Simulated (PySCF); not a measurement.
PySCF job for Cl₃H₂NSn, SMILES [NH2][Sn]([Cl])([Cl])[Cl], TDA-CAM-B3LYP/def2-SVPD. The structure is a stationary point at B3LYP-D3(BJ)/def2-SVP. The structure was generated by enumeration; whether it is a known compound was not checked. The def2 effective core potentials stand for the cores of Sn; spin–orbit coupling is left out. The values are those of a single conformer.

```python
import numpy as np
from pyscf import gto, scf, dft, tdscf

mol = gto.M(
    atom='''
    N     2.19437768   -0.36006280   -0.25750146
    Sn    0.20570245   -0.03772764   -0.01530124
    Cl   -0.95013386   -1.35316182   -1.56745873
    Cl   -0.21086159    2.23005853   -0.41743529
    Cl   -0.65252734   -0.55435072    2.11741680
    H     2.44302973   -1.32713082   -0.03868870
    H     2.74109134    0.25067076    0.35337360
    ''',
    basis='def2-SVPD',
    ecp={'Sn': 'def2-svp'},
    charge=0,
    spin=0,
    max_memory=1600,
    verbose=4,
)
mf = dft.RKS(mol, xc='cam-b3lyp').density_fit(auxbasis='def2-universal-jkfit')
mf.grids.level = 3
mf.conv_tol = 1e-9
mf.max_cycle = 100
mf.kernel()
mf.grids = dft.Grids(mol).set(level=1).build(with_non0tab=True)  # coarser grid for the response kernel
td = tdscf.TDA(mf)
td.singlet = True
td.nstates = 10
td.conv_tol = 1e-4
td.positive_eig_threshold = 1e-6
td.kernel(x0=td.get_init_guess(mf, 15))
td.analyze()
tt = tdscf.TDA(mf)
tt.singlet = False
tt.nstates = 4
tt.conv_tol = 1e-4
tt.positive_eig_threshold = 1e-6
tt.kernel(x0=tt.get_init_guess(mf, 9))
tt.analyze(verbose=3)
```

Log of the run:

```
PySCF version 2.14.0

[INPUT] verbose = 4
[INPUT] num. atoms = 7
[INPUT] num. electrons = 82
[INPUT] charge = 0
[INPUT] spin (= nelec alpha-beta = 2S) = 0
[INPUT] symmetry False subgroup None
[INPUT] Mole.unit = angstrom
[INPUT] Symbol           X                Y                Z      unit          X                Y                Z       unit  Magmom
[INPUT]  1 N      2.194377680000  -0.360062800000  -0.257501460000 AA    4.146772829058  -0.680420079644  -0.486607236076 Bohr   0.0
[INPUT]  2 Sn     0.205702450000  -0.037727640000  -0.015301240000 AA    0.388721293652  -0.071294906926  -0.028915152966 Bohr   0.0
[INPUT]  3 Cl    -0.950133860000  -1.353161820000  -1.567458730000 AA   -1.795492777076  -2.557105242018  -2.962067711259 Bohr   0.0
[INPUT]  4 Cl    -0.210861590000   2.230058530000  -0.417435290000 AA   -0.398470655290   4.214199863450  -0.788838372828 Bohr   0.0
[INPUT]  5 Cl    -0.652527340000  -0.554350720000   2.117416800000 AA   -1.233097961391  -1.047571037755   4.001337843553 Bohr   0.0
[INPUT]  6 H      2.443029730000  -1.327130820000  -0.038688700000 AA    4.616657103870  -2.507913781269  -0.073111047115 Bohr   0.0
[INPUT]  7 H      2.741091340000   0.250670760000   0.353373600000 AA    5.179911915017   0.473699083837   0.667779323652 Bohr   0.0

nuclear repulsion = 496.605743495081
number of shells = 61
number of NR pGTOs = 252
number of NR cGTOs = 149
basis = def2-SVPD
ecp = {'Sn': 'def2-svp'}


[settings echo left out]
init E= -1627.3050997499
  HOMO = -0.708675577916026  LUMO = -0.623538589742807  gap/eV = 2.31670
cycle= 1 E= -1649.05894853037  delta_E= -21.8  |g|= 2.59  |ddm|= 9.24
  HOMO = -0.164185026804274  LUMO = 0.0304516370865694  gap/eV = 5.29633
cycle= 2 E= -1649.15111820274  delta_E= -0.0922  |g|= 2.59  |ddm|= 8.23
  HOMO = -0.353477890948995  LUMO = -0.0734015298690451  gap/eV = 7.62127
cycle= 3 E= -1650.53384768677  delta_E= -1.38  |g|= 0.103  |ddm|= 2.85
  HOMO = -0.381060702473357  LUMO = -0.0828268553067559  gap/eV = 8.11536
cycle= 4 E= -1650.53654473295  delta_E= -0.0027  |g|= 0.0586  |ddm|= 0.232
  HOMO = -0.371513089292491  LUMO = -0.0773935397151604  gap/eV = 8.00340
cycle= 5 E= -1650.53726090039  delta_E= -0.000716  |g|= 0.0206  |ddm|= 0.0938
  HOMO = -0.375659500693044  LUMO = -0.077117406373489  gap/eV = 8.12374
cycle= 6 E= -1650.53736420244  delta_E= -0.000103  |g|= 0.00849  |ddm|= 0.0397
  HOMO = -0.374458211843099  LUMO = -0.0768787893286458  gap/eV = 8.09755
cycle= 7 E= -1650.53738587476  delta_E= -2.17e-05  |g|= 0.00167  |ddm|= 0.0138
  HOMO = -0.374488185291711  LUMO = -0.0769405687859717  gap/eV = 8.09668
cycle= 8 E= -1650.53738798749  delta_E= -2.11e-06  |g|= 0.000497  |ddm|= 0.00679
  HOMO = -0.374527068207129  LUMO = -0.0769930796989229  gap/eV = 8.09631
cycle= 9 E= -1650.53738819366  delta_E= -2.06e-07  |g|= 0.000204  |ddm|= 0.00229
  HOMO = -0.374514087075915  LUMO = -0.0769799231023072  gap/eV = 8.09632
cycle= 10 E= -1650.53738821492  delta_E= -2.13e-08  |g|= 5.58e-05  |ddm|= 0.000646
  HOMO = -0.37451137813217  LUMO = -0.0769737693176751  gap/eV = 8.09641
cycle= 11 E= -1650.53738821629  delta_E= -1.37e-09  |g|= 2.07e-05  |ddm|= 0.00017
  HOMO = -0.374512048483333  LUMO = -0.0769764450075101  gap/eV = 8.09636
cycle= 12 E= -1650.53738821648  delta_E= -1.87e-10  |g|= 2.59e-06  |ddm|= 5.73e-05
  HOMO = -0.374511945273983  LUMO = -0.0769762749998577  gap/eV = 8.09636
Extra cycle  E= -1650.53738821648  delta_E= 1.82e-12  |g|= 1.28e-06  |ddm|= 7.76e-06
converged SCF energy = -1650.53738821648
tot grids = 37040
Overwritten attributes  positive_eig_threshold  of <class 'pyscf.tdscf.rks.TDA'>


******** <class 'pyscf.tdscf.rks.TDA'> for <class 'pyscf.df.df_jk.DFRKS'> ********
nstates = 10 singlet
deg_eia_thresh = 1.000e-03
wfnsym = None
conv_tol = 0.0001
eigh lindep = 1e-12
eigh level_shift = 0
eigh max_cycle = 100


Excitation energies (eV)
[4.93464227 5.31021335 5.54817319 5.56856026 5.75036381 5.75493242
 5.82071502 7.18616265 7.44237992 7.58005786]

** Singlet excitation energies and oscillator strengths **
Excited State   1:      4.93464 eV    251.25 nm  f=0.0518
      39 -> 42       -0.14780
      41 -> 42       -0.67064
Excited State   2:      5.31021 eV    233.48 nm  f=0.0010
      40 -> 42        0.69078
Excited State   3:      5.54817 eV    223.47 nm  f=0.0235
      36 -> 42       -0.21287
      37 -> 44        0.10102
      38 -> 42        0.64584
Excited State   4:      5.56856 eV    222.65 nm  f=0.0461
      35 -> 42        0.22873
      37 -> 42       -0.17516
      39 -> 42        0.60426
      41 -> 42       -0.12027
Excited State   5:      5.75036 eV    215.61 nm  f=0.0334
      35 -> 42        0.47011
      36 -> 42        0.42881
      37 -> 42        0.13298
      38 -> 42        0.13683
      39 -> 42       -0.14487
Excited State   6:      5.75493 eV    215.44 nm  f=0.0333
      35 -> 42        0.44353
      36 -> 42       -0.47493
      38 -> 42       -0.15453
      39 -> 42       -0.12596
Excited State   7:      5.82072 eV    213.01 nm  f=0.0674
      33 -> 42        0.13251
      36 -> 42        0.10404
      37 -> 42       -0.63638
      39 -> 42       -0.19081
Excited State   8:      7.18616 eV    172.53 nm  f=0.0174
      32 -> 42        0.12650
      41 -> 43        0.65660
      41 -> 46       -0.14544
Excited State   9:      7.44238 eV    166.59 nm  f=0.0045
      41 -> 44        0.68786
      41 -> 49        0.11553
Excited State  10:      7.58006 eV    163.57 nm  f=0.1561
      33 -> 42       -0.55953
      34 -> 42        0.14428
      37 -> 42       -0.10370
      38 -> 44        0.11025
      40 -> 44       -0.25693
      41 -> 45       -0.14403

** Transition electric dipole moments (AU) **
state          X           Y           Z        Dip. S.      Osc.
  1        -0.5757      0.0347      0.3091      0.4282      0.0518
  2         0.0105      0.0799      0.0385      0.0080      0.0010
  3         0.0444      0.3921      0.1299      0.1726      0.0235
  4        -0.3083     -0.0964      0.4831      0.3377      0.0461
  5         0.3775      0.2894     -0.1023      0.2367      0.0334
  6         0.1767     -0.3679     -0.2632      0.2358      0.0333
  7        -0.2659      0.2148     -0.5967      0.4729      0.0674
  8         0.1700      0.0476     -0.2606      0.0990      0.0174
  9        -0.0204     -0.1436     -0.0603      0.0247      0.0045
 10        -0.1590      0.2817     -0.8580      0.8408      0.1561

WARN: ECP detected. Skipping calculation of transition velocity and magnetic dipole moments, which have not yet been implemented.



******** <class 'pyscf.tdscf.rks.TDA'> for <class 'pyscf.df.df_jk.DFRKS'> ********
nstates = 4 triplet
deg_eia_thresh = 1.000e-03
wfnsym = None
conv_tol = 0.0001
eigh lindep = 1e-12
eigh level_shift = 0
eigh max_cycle = 100


Excitation energies (eV)
[4.17245352 4.88985407 4.97933136 5.03518524]

** Triplet excitation energies and oscillator strengths **
Excited State   1:      4.17245 eV    297.15 nm  f=0.0000
Excited State   2:      4.88985 eV    253.55 nm  f=0.0000
Excited State   3:      4.97933 eV    249.00 nm  f=0.0000
Excited State   4:      5.03519 eV    246.24 nm  f=0.0000
```

The run converged.

Cost: about 3 core-minutes (a rough figure).
